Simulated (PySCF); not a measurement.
Gas-phase reaction: Si₂O(OH)₆ + 2 HO₂ → 2 Si(OH)₄ + 3 O

Energies from PySCF, thermal terms from the rigid-rotor harmonic-oscillator model, ideal gas at 1 bar. † marks an energy on the PBE0/def2-TZVP geometry and frequencies; other levels use their own. Open shells (unrestricted): HO₂ (multiplicity 2), O (multiplicity 3, electronic degeneracy 9); the rest are closed-shell singlets. Spin-orbit splitting is ignored; it lowers the true energy and changes the entropy of O. No R ln 2 is added for the mirror-image form of Si₂O(OH)₆. Si₂O(OH)₆: computed as isolated molecules; such fragments, hydroxides, amides, oligomers or adducts are transient or little studied in the gas. The harmonic model lacks anharmonicity and excited electronic states, which grow with temperature; levels with a mode under 35 cm⁻¹ are left out. Internal rotation in Si₂O(OH)₆, Si(OH)₄ is treated as a harmonic vibration of one conformer, which makes the entropy rough.

| level | ΔE electronic, kJ | ΔH°(298 K), kJ | ΔS°(298 K), J/K | ΔG°(1400 K), kJ |
|---|---|---|---|---|
| M06-2X/def2-TZVP† | 528 | 516 | 235 | 166 |
| PBE/def2-SVP | 713 | 703 | 249 | 333 |
| PBE/def2-TZVP† | 671 | 658 | 235 | 309 |
| r2SCAN/def2-TZVP† | 573 | 560 | 235 | 211 |
| ωB97M-V/def2-TZVP† | 548 | 536 | 235 | 186 |
| ωB97X-V/def2-TZVP† | 565 | 553 | 235 | 203 |
ΔH° is lowest at M06-2X/def2-TZVP† and highest at PBE/def2-SVP. No reference value is set beside these.
